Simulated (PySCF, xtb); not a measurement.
CH4ClGeNSi, SMILES Cl[Si@@H]1[GeH2][CH]=N1.

GFN2-xTB in xtb at its own geometry gives an orbital gap of 2.21 eV and a dipole moment of 1.79 D.

Coordinates come from a B3LYP-D3(BJ)/def2-SVP optimisation. The structure was generated by enumeration; whether it is a known compound was not checked.

Problem. What does PBE/def2-TZVP (PySCF) give? (An estimate is asked for; the answer gives what the named calculation found.)

Solution. gap 3.28 eV (levels -5.74 and -2.46 eV), dipole 2.15 D.
